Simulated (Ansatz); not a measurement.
Born–Oppenheimer molecular dynamics of FH6NSSi2 (11 atoms, charge 0, multiplicity 1). It goes on from the last frame of an earlier run, with new velocities.

Method: RKS PBE0-D4/STO-3G (Ansatz 0.2.0).

```yaml
ensemble: NVT, Langevin thermostat
time_step: 0.25 fs
steps_asked: 358
set_temperature: 400 K
friction: 0.001 /fs
seed: 916346
```

First frame:

```xyz
11
Properties=species:S:1:pos:R:3
N -1.625 0.382 -1.077
Si -0.012 -0.384 -1.142
Si 1.300 0.187 0.609
F 1.363 1.843 0.727
S 0.652 -0.604 2.559
H -2.294 -0.053 -0.441
H -1.450 1.370 -0.887
H -0.034 -1.780 -1.098
H 0.452 0.052 -2.422
H 2.616 -0.309 0.336
H -0.608 -0.145 2.341
```

**Question.** How far do the bonds stretch over the last three quarters of this one trajectory? (Pairs bonded in most of those frames.)

**Answer.** 
```
   bond  mean (Å)  spread (Å)  shortest  longest
 N1–Si2     1.792       0.027      1.74     1.84
  N1–H6     1.055       0.033      0.99     1.11
  N1–H7     1.053       0.026      1.00     1.11
Si2–Si3     2.308       0.020      2.28     2.35
 Si2–H8     1.450       0.044      1.39     1.52
 Si2–H9     1.449       0.020      1.41     1.49
 Si3–F4     1.652       0.017      1.62     1.67
 Si3–S5     2.117       0.055      2.05     2.21
Si3–H10     1.455       0.018      1.43     1.48
 S5–H11     1.355       0.011      1.34     1.37
```

Mean temperature of the second half: 309 K. The mean temperature of the second half is 23 % below the set value. A run of 0.089 ps of so small a system gives no equilibrium averages. Limits of this set-up: minimal basis.

The run took 22 min on 1 CPU thread of a shared host.
